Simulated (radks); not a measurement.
The numbers below are computed, except where a source is named.
Effect of the nuclear size on neutral mercury, [Hg]. Level of theory: Dirac Kohn-Sham, exchange-only LDA, spin-unpolarised, spherical densities, finite nucleus; Fermi nuclear charge, rms radius 5.4648 fm (a radial shooting solver on a logarithmic mesh with Libxc functionals). The rms radius is varied about that value; shifts are against it.

rms radius (fm),total energy shift (eV),density at nucleus (e/bohr^3),1s1/2 shift (meV),2s1/2 shift (meV),4p1/2 shift (meV),5s1/2 shift (meV),5p1/2 shift (meV),6s1/2 shift (meV),6p1/2 (empty) shift (meV)
4.3992,-38.4,2.53e+06,-15400,-2290,-2.11,-25.9,0.709,-1.63,0.486
5.1096,-13.3,2.379e+06,-5340,-795,-0.738,-9.01,0.245,-0.567,0.169
5.4648,0,2.314e+06,0.000,0.000,0.000,0.000,0.000,0.000,0.000
5.7053,9.33,2.274e+06,3730,556,0.519,6.30,-0.171,0.396,-0.118
6.2517,31.4,2.19e+06,12600,1870,1.76,21.2,-0.574,1.33,-0.397

Slopes of the eigenvalues against <r^2> in GHz/fm^2, as finite differences over the two radii next to the reference (eigenvalue slopes, not the field-shift constants of lines): 1s1/2 340000, 2s1/2 50700, 4p1/2 47.2, 5s1/2 575, 5p1/2 -15.6, 6s1/2 36.2, 6p1/2 (empty) -10.8.
